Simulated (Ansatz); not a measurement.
The same path of Cl2GeH2 + H2S (8 atoms, charge 0, multiplicity 1) was run twice with different band settings. Lost on the way: Ge1–H2, S6–H8. Made: Ge1–S6, H2–H8.

The calculation used Ansatz, RKS PBE0-D4/def2-SVP.

Relaxed end points:

```xyz
8
Properties=species:S:1:pos:R:3
Ge -0.164 -0.353 -0.099
H -0.709 -0.165 1.313
Cl 1.926 -0.877 0.020
Cl -0.306 1.519 -1.161
H -0.846 -1.416 -0.964
S 1.358 2.217 2.286
H 1.089 2.695 1.052
H 2.262 1.340 1.798
```

```xyz
8
Properties=species:S:1:pos:R:3
Ge 0.619 0.472 -0.563
H -0.595 0.014 3.275
Cl 2.363 -0.433 -1.436
Cl -0.586 1.316 -2.118
H -0.173 -0.629 0.148
S 1.214 2.181 0.699
H 2.112 1.446 1.395
H -0.344 0.592 2.845
```

Common settings: movable images 5; climbing image yes; optimiser quadratic models (default); start path through a guess of the saddle point; force threshold 0.05 eV/Å; iteration limit 60; end points relaxed.

| run | spring |
| --- | --- |
| 1 | 5.0 eV/Å² |
| 2 | 50.0 eV/Å² |

Problem. What does each run give, and how far can it be trusted?

Solution. Run 1: converged after 24 iterations, highest image 2.225 eV above the first end. Neighbouring images differ by up to 2.0 eV, so the band resolves the path poorly. A vibrational analysis at the climbing image gives one clearly imaginary mode, 1433i cm⁻¹: a first-order saddle point.
Run 2: converged after 31 iterations, highest image 2.220 eV above the first end. Neighbouring images differ by up to 2.1 eV, so the band resolves the path poorly. The order of the stationary point at the top wasn't checked.
The orbitals stay closed-shell, which can raise the energy where a bond breaks towards radicals; this wasn't checked here.
